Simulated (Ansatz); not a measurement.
Basis sets compared for Cd₆Te₆H₁₈. Charge 0, multiplicity 1. Geometry PBE-D4/def2-SVP. Ansatz on 2 threads of AMD EPYC 7R13 on a shared host and a share (18 GiB) of an NVIDIA H100 80GB HBM3; times are rough, and most runs start from earlier orbitals.

```xyz
30

Te   -0.973   -0.424    3.920
Cd    1.713   -0.975    3.053
Cd   -1.103   -3.218   -1.029
Te    1.351   -2.180    0.045
Te    2.553    1.743    2.627
Cd    2.474   -1.026   -2.333
Cd   -2.814    0.872    2.131
Te   -2.373   -0.661   -0.714
Te   -1.389    3.350    1.820
Cd    1.235    3.353    0.642
Cd   -1.528    0.602   -3.151
Te    0.957    1.379   -1.938
H    -1.774   -3.449    1.858
H    -1.574   -1.983    3.745
H     2.693   -2.311    3.484
H    -2.004   -4.138    1.599
H    -1.597   -4.728   -1.620
H     2.225   -3.614    0.045
H     3.936    1.399    1.737
H     4.260    0.287   -0.363
H     4.778    0.050   -0.882
H     3.578   -1.556   -3.504
H    -4.504    0.623    2.018
H    -3.915   -1.109   -1.209
H    -2.227    3.905    0.472
H    -2.474    3.042   -1.749
H     1.931    4.566   -0.346
H    -2.212    0.799   -4.689
H    -2.799    3.141   -2.441
H     1.577    2.261   -3.227
```

In the def2 sets Cd, Te take a core potential; there is no spin–orbit coupling. Single mean-field runs in def2-SVP, def2-TZVP are fitted with def2-universal-jkfit. In the singlet geometry the species has come apart into loosely held pieces. In the singlet, H20 and H21 lie 0.77 Å apart, H26 and H29 lie 0.77 Å apart, H13 and H16 lie 0.77 Å apart (atoms count from 1), so H2 has formed as a molecule.

Binding counts from free atoms (Te triplet, Cd singlet, H doublet) in the same basis, without a counterpoise term.

| level | functions | energy (Eh) | HOMO (eV) | LUMO (eV) | binding per atom (eV) | wall time |
| --- | --- | --- | --- | --- | --- | --- |
| PBE-D4/def2-SVP | 432 | -2625.3274 | -5.67 | -2.78 | 1.90 | 7 s |
| PBE0-D4/def2-SVP | 432 | -2625.4121 | -6.63 | -2.14 | 1.89 | 7.5 s |

(1) Estimate the rows for PBE-D4/def2-TZVP, PBE0-D4/def2-TZVP (with forces).

Results:

(1) 
```csv
level,functions,energy (Eh),HOMO (eV),LUMO (eV),binding per atom (eV),wall time
PBE-D4/def2-TZVP,648,-2625.6621,-5.70,-2.77,1.90,9 s
PBE0-D4/def2-TZVP (with forces),648,-2625.7305,-6.64,-2.12,1.90,16 s
```
